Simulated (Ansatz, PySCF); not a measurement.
Complex: SiH4 (SMILES [SiH4]) (first 5 atoms) with CH3Cl (SMILES CCl); geometry from B3LYP-D3(BJ)/def2-TZVP.
(charge 0, multiplicity 1):
```xyz
10

Si    -0.04433    -0.18276     0.20917
H      1.43163    -0.12885     0.25234
H     -0.49517    -0.20175    -1.20285
H     -0.61763     1.00633     0.87815
H     -0.52962    -1.40792     0.88265
C     -0.98283    -0.21053     4.00163
Cl     0.79180    -0.14466     3.74286
H     -1.17105    -0.19942     5.07081
H     -1.42798     0.65652     3.52340
H     -1.35735    -1.12607     3.55440
```

Counterpoise-corrected where a basis set is named; no monomer relaxation. Rows marked so take none.

Rows in 3-21G carry no dispersion term and start afresh at each structure.

Codes used: Ansatz (Gaussian orbitals); PySCF for 3-21G rows, the dispersion terms. 

Q: One of these levels gives -0.92 kcal/mol for the interaction energy. Name it.
(A) B3LYP/3-21G (no counterpoise)
(B) PBE-D4/def2-TZVPPD
(C) HF/3-21G (no counterpoise)

A: C, HF/3-21G (no counterpoise). The others give -1.87 (PBE-D4/def2-TZVPPD), -1.29 (B3LYP/3-21G (no counterpoise))

Ansatz is an electronic-structure program.
